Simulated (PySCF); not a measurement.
# Electronic structure of Dy (dysprosium, neutral) at the UHF level

Configuration: [Xe] 4f10 5d1 6s1, one real determinant (an excited configuration). All numbers are calculated (PySCF 2.14, scalar relativity by spin-free X2C-1e, in x2c-TZVPPall).

| Quantity | Value |
| --- | --- |
| Total energy | -12152.255887 hartree |
| One-electron energy | -16655.9311 hartree |
| Hartree (Coulomb) energy | 4766.6945 hartree |
| Exchange energy | -263.0193 hartree |
| ⟨S²⟩ | 12.0054 |
| ⟨L²⟩ | 40.046 |
| Sum of ⟨r⟩ | 43.95 bohr |
| Sum of ⟨r²⟩ | 79.72 bohr² |
| Traceless quadrupole moment −½Σ⟨3z² − r²⟩ along its main axis | 5.20 e·bohr² |
| Langevin diamagnetic susceptibility | -63.1 ×10⁻⁶ cm³/mol |

```json
{"shell": "1s α", "electrons": "1", "mean orbital energy (hartree)": "-1986.40480", "spread (hartree)": "0", "rms radius, mean of both spins (bohr)": "0.0240"}
{"shell": "1s β", "electrons": "1", "mean orbital energy (hartree)": "-1986.40369", "spread (hartree)": "0", "rms radius, mean of both spins (bohr)": "0.0240"}
{"shell": "2s α", "electrons": "1", "mean orbital energy (hartree)": "-335.28278", "spread (hartree)": "0", "rms radius, mean of both spins (bohr)": "0.0970"}
{"shell": "2s β", "electrons": "1", "mean orbital energy (hartree)": "-335.27822", "spread (hartree)": "0", "rms radius, mean of both spins (bohr)": "0.0970"}
{"shell": "2p α", "electrons": "3", "mean orbital energy (hartree)": "-297.81896", "spread (hartree)": "0.00241", "rms radius, mean of both spins (bohr)": "0.0874"}
{"shell": "2p β", "electrons": "3", "mean orbital energy (hartree)": "-297.81535", "spread (hartree)": "0.00138", "rms radius, mean of both spins (bohr)": "0.0874"}
{"shell": "3s α", "electrons": "1", "mean orbital energy (hartree)": "-76.55804", "spread (hartree)": "0", "rms radius, mean of both spins (bohr)": "0.250"}
{"shell": "3s β", "electrons": "1", "mean orbital energy (hartree)": "-76.45525", "spread (hartree)": "0", "rms radius, mean of both spins (bohr)": "0.250"}
{"shell": "3p α", "electrons": "3", "mean orbital energy (hartree)": "-64.78791", "spread (hartree)": "0.01250", "rms radius, mean of both spins (bohr)": "0.250"}
{"shell": "3p β", "electrons": "3", "mean orbital energy (hartree)": "-64.67232", "spread (hartree)": "0.00569", "rms radius, mean of both spins (bohr)": "0.250"}
{"shell": "3d α", "electrons": "5", "mean orbital energy (hartree)": "-49.34132", "spread (hartree)": "0.01774", "rms radius, mean of both spins (bohr)": "0.230"}
{"shell": "3d β", "electrons": "5", "mean orbital energy (hartree)": "-49.21729", "spread (hartree)": "0.01930", "rms radius, mean of both spins (bohr)": "0.230"}
{"shell": "4s α", "electrons": "1", "mean orbital energy (hartree)": "-16.12501", "spread (hartree)": "0", "rms radius, mean of both spins (bohr)": "0.564"}
{"shell": "4s β", "electrons": "1", "mean orbital energy (hartree)": "-15.85962", "spread (hartree)": "0", "rms radius, mean of both spins (bohr)": "0.564"}
{"shell": "4p α", "electrons": "3", "mean orbital energy (hartree)": "-12.15832", "spread (hartree)": "0.02060", "rms radius, mean of both spins (bohr)": "0.599"}
{"shell": "4p β", "electrons": "3", "mean orbital energy (hartree)": "-11.86588", "spread (hartree)": "0.00170", "rms radius, mean of both spins (bohr)": "0.599"}
{"shell": "4d α", "electrons": "5", "mean orbital energy (hartree)": "-6.60857", "spread (hartree)": "0.03761", "rms radius, mean of both spins (bohr)": "0.660"}
{"shell": "4d β", "electrons": "5", "mean orbital energy (hartree)": "-6.22938", "spread (hartree)": "0.07123", "rms radius, mean of both spins (bohr)": "0.660"}
{"shell": "5s α", "electrons": "1", "mean orbital energy (hartree)": "-2.19585", "spread (hartree)": "0", "rms radius, mean of both spins (bohr)": "1.42"}
{"shell": "5s β", "electrons": "1", "mean orbital energy (hartree)": "-2.08526", "spread (hartree)": "0", "rms radius, mean of both spins (bohr)": "1.42"}
{"shell": "5p α", "electrons": "3", "mean orbital energy (hartree)": "-1.16309", "spread (hartree)": "0.01801", "rms radius, mean of both spins (bohr)": "1.68"}
{"shell": "5p β", "electrons": "3", "mean orbital energy (hartree)": "-1.06973", "spread (hartree)": "0.01586", "rms radius, mean of both spins (bohr)": "1.68"}
{"shell": "4f α", "electrons": "7", "mean orbital energy (hartree)": "-0.50428", "spread (hartree)": "0.04610", "rms radius, mean of both spins (bohr)": "0.955"}
{"shell": "4f β", "electrons": "3", "mean orbital energy (hartree)": "-0.34952", "spread (hartree)": "0.00566", "rms radius, mean of both spins (bohr)": "0.955"}
{"shell": "6s α", "electrons": "1", "mean orbital energy (hartree)": "-0.19440", "spread (hartree)": "0", "rms radius, mean of both spins (bohr)": "4.80"}
{"shell": "5d α", "electrons": "1", "mean orbital energy (hartree)": "-0.12170", "spread (hartree)": "0", "rms radius, mean of both spins (bohr)": "4.28"}
```

⟨L²⟩ = 40.05 against 72 for a pure L term, so this real determinant mixes terms. Spin-orbit coupling, absent here, splits the open shell strongly.

Densities and radii are taken from the X2C orbitals without a picture-change correction, which distorts them close to the nucleus.

Spin-orbit constants ζ (cm⁻¹) from the X2C one-electron operator on these orbitals: bare nucleus, nucleus screened by l(l+1)(2l+1)/3 electrons, and screened by the Breit-Pauli mean field of the electrons.

```tsv
shell	bare	screened nucleus	mean field
2p	4126000	4001000	n/a
3p	865200	839000	n/a
3d	135400	114800	n/a
4p	190200	184500	n/a
4d	24990	21200	n/a
4f	3543	2040	n/a
5p	22470	21790	n/a
5d	534.2	453.3	n/a
```

To first order the Landé constant is A = -236.1 cm⁻¹, so the lowest level has J = 11 and lies 0.703 eV below the centre of the term. This holds in LS coupling only.
